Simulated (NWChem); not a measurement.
System: C$_{2}$H$_{7}$BeNO; SMILES C[N](C)[Be][OH]

The following NWChem deck was run.

```
start job
memory heap 200 mb stack 900 mb global 1100 mb
geometry units angstroms noautoz
  Be     0.114186    -0.000000    -1.071310
  O      0.186700     0.000000    -2.502999
  H     -0.546898     0.000000    -3.133636
  N      0.055693    -0.000000     0.439076
  C      0.004061     1.208749     1.236759
  C      0.004061    -1.208749     1.236760
  H     -0.933732     1.275668     1.842899
  H      0.855576     1.274625     1.958546
  H      0.047141     2.112162     0.593399
  H      0.855575    -1.274625     1.958546
  H     -0.933732    -1.275667     1.842899
  H      0.047141    -2.112162     0.593400
end
basis spherical
  * library 3-21g
end
dft
  xc xpbe96 cpbe96
  iterations 150
  mulliken
end
task dft energy
```

Coordinates come from a PBE-D3(BJ)/def2-SVP optimisation.

Task: Predict the main results of this run. (PBE/3-21G.) Quantities: basis functions; energy (Ha); highest occupied level (eV); orbital gap (eV); dipole (D).

Result: 
- number of basis functions = 59
- energy (Ha) = -223.70
- highest occupied level (eV) = -4.33
- orbital gap (eV) = 4.78
- dipole (D) = 1.46
